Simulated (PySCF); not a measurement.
Method: PBE0-D3(BJ)/def2-TZVP in PySCF. All species are isolated molecules in the gas phase. One relaxed conformer stands for a flexible species; it need not be the lowest. Delta-SCF ions had no search for a lower state. Excitations are Tamm–Dancoff values on a coarser integration grid. The basis has no diffuse functions, so Rydberg states are missing or too high.

Reference species (SMILES): `CSSSS` (neutral, multiplicity 1).

- HOMO–LUMO gap = 5.63 eV
- vertical ionisation energy (Delta-SCF) = 8.72 eV
- T1 excitation (TDA) = 3.74 eV
- HOMO = -6.90 eV

Changed species: `SSC(S)S`.

Q: Give the shifts of the HOMO–LUMO gap, vertical ionisation energy (Delta-SCF), T1 excitation (TDA) and HOMO.

A: the HOMO–LUMO gap rises by 0.07 eV, to 5.70 eV; the vertical ionisation energy (Delta-SCF) decreases by 0.17 eV, to 8.55 eV; the T1 excitation (TDA) rises by 0.09 eV, to 3.83 eV; the HOMO rises by 0.23 eV, to -6.67 eV.
